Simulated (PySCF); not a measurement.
CH8O2Si2.

```xyz
13

Si     1.6860     0.9321    -0.0107
Si    -0.3504    -0.2262     0.0239
C     -1.7482     0.8039    -0.6804
O     -0.2516    -1.6704    -0.8157
O     -0.5951    -0.6245     1.6195
H      2.0247     1.3179    -1.4196
H      2.7986     0.0871     0.5216
H      1.6081     2.1911     0.7957
H     -1.8832     1.7236    -0.0900
H     -2.7000     0.2477    -0.6647
H     -1.5438     1.1028    -1.7215
H     -0.5400    -1.6615    -1.7323
H     -1.2010    -1.3556     1.7787
```
Charge 0, spin multiplicity 1.

Coordinates come from a PBE0-D3(BJ)/def2-SVP optimisation. This is a generated structure with no PubChem entry under its InChIKey; it may be hypothetical. The values are those of a single conformer.

These are KT2/pcSseg-1 (PySCF) values and carry that method's errors. Non-relativistic, no solvent.

Computed absolute GIAO shielding of each atom: isotropic value and principal components (ppm):
```csv
atom,σ(iso),σ11,σ22,σ33,span
Si1,480.6,476.3,480.4,485.3,9.0
Si2,342.9,316.0,348.9,363.6,47.5
C3,176.0,165.4,170.1,192.6,27.3
O4,258.9,222.8,268.4,285.5,62.7
O5,263.3,222.3,271.5,296.1,73.8
H6,28.1,25.1,26.3,32.8,7.7
H7,27.8,24.7,25.6,33.2,8.5
H8,27.8,24.7,25.9,32.8,8.1
H9,30.8,27.3,28.6,36.6,9.3
H10,31.0,27.5,28.3,37.3,9.8
H11,31.2,27.9,29.0,36.6,8.6
H12,30.2,23.1,25.9,41.6,18.5
H13,29.8,22.4,24.9,42.0,19.5
```
